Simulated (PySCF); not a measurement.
Does the answer move with the share of exact exchange?

Species: C3H6B2.
SMILES: `BC(C#C)B`

PySCF, pcSseg-2 basis, density fitting, gas phase, PBE0-D3(BJ)/def2-SVP geometry. One functional is left out:

| functional | exact exchange (%) | HOMO energy (eV) | LUMO energy (eV) |
| --- | --- | --- | --- |
| B97-D | 0 | -6.30 | -3.03 |
| BLYP | 0 | -6.21 | -3.10 |
| BP86 | 0 | -6.46 | -3.30 |
| LDA | 0 | -6.56 | -3.53 |
| OPBE | 0 | -6.34 | -3.07 |
| PBE | 0 | -6.38 | -3.26 |
| B3LYP | 20 | -7.30 | -2.47 |
| PBE0 | 25 | -7.53 | -2.25 |
| mPW1PW91 | 25 | -7.55 | -2.24 |
| BHandHLYP | 50 | -8.55 | -1.21 |

Problem. Predict the row of B97-2 (21 % exact exchange) by straight lines through the other rows, and check it.

Solution. 
```csv
property,line,computed,computed − line,"B3LYP (20 %), for comparison"
HOMO energy (eV),-7.32,-7.27,+0.05,-7.30
LUMO energy (eV),-2.39,-2.22,+0.17,-2.47
```

Problem. Which of these properties follows the share of exact exchange most closely, and which least?

Solution. Most closely the HOMO energy, least the LUMO energy; the correlations over the tabulated rows are HOMO energy -0.992, LUMO energy 0.979. The HOMO energy moves by -0.444 eV for every 10 %. Functionals with the same share still differ in their other parts: at 0 % BLYP and LDA differ by 0.35 eV in it.
